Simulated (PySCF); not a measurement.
trimethylsulfonium (C3H9S), SMILES C[S+](C)C, charge +1. The structure is a stationary point at PBE-D3(BJ)/def2-SVP.

The numbers are results of PBE-D3(BJ)/def2-SVP run with PySCF, not measurements.

Harmonic wavenumbers (cm⁻¹): 164, 205, 205, 256, 256, 286, 633, 706, 706, 854, 898, 898, 1010, 1010, 1016, 1275, 1275, 1311, 1364, 1377, 1377, 1385, 1385, 1397, 2990, 2992, 2992, 3119, 3120, 3120, 3122, 3124, 3124. Rotational constants (GHz): 5.943, 5.943, 3.698; symmetry number 3.

Work out the zero-point energy and the ideal-gas rigid-rotor harmonic-oscillator thermochemistry at 298.15 K and 1 atm.

ZPE = ½ Σ hcν = ½ × 48951 cm⁻¹ = 292.79 kJ/mol. H − E(el) = 312.80 kJ/mol. Entropy in J/(mol K): translation 162.95, rotation 96.77, vibration 56.37, total 316.09. G − E(el) = 218.56 kJ/mol. Cp = 105.06 J/(mol K).
